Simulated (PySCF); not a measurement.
C₃H₇FOSi, SMILES O=C[SiH2][C@@H](C)F.

Coordinates come from a r2SCAN-D4/def2-SVP optimisation. The structure was generated by enumeration; whether it is a known compound was not checked. One conformer was computed; it need not be the lowest.

Two levels are set side by side: TDDFT-PBE/def2-SVPD (PySCF) and TDDFT-B3LYP/def2-SVPD (PySCF). Vertical, same geometry. The lowest singlet is HOMO→LUMO 100 % with PBE and HOMO→LUMO 99 % with the other functional; states are paired by order. Differences are taken from unrounded values.

```json
[
 {"quantity": "lowest singlet excitation (eV)", "TDDFT-B3LYP": "3.15", "TDDFT-PBE": "3.02", "TDDFT-PBE minus TDDFT-B3LYP": "-0.13"},
 {"quantity": "lowest triplet excitation (TDA) (eV)", "TDDFT-B3LYP": "2.49", "TDDFT-PBE": "2.34", "TDDFT-PBE minus TDDFT-B3LYP": "-0.15"},
 {"quantity": "first bright state (f over 0.05) (eV)", "TDDFT-B3LYP": "7.24", "TDDFT-PBE": "6.17", "TDDFT-PBE minus TDDFT-B3LYP": "-1.08"},
 {"quantity": "its oscillator strength", "TDDFT-B3LYP": "0.07", "TDDFT-PBE": "0.07", "TDDFT-PBE minus TDDFT-B3LYP": "-0.01"}
]
```

Functionals without exact exchange tend to place singlet excitations lower, as here. Differences between two approximate levels are no errors against the true value.

Rough cost on one machine, each run with all the roots and properties that it gave: TDDFT-B3LYP against TDDFT-PBE about 5 times.
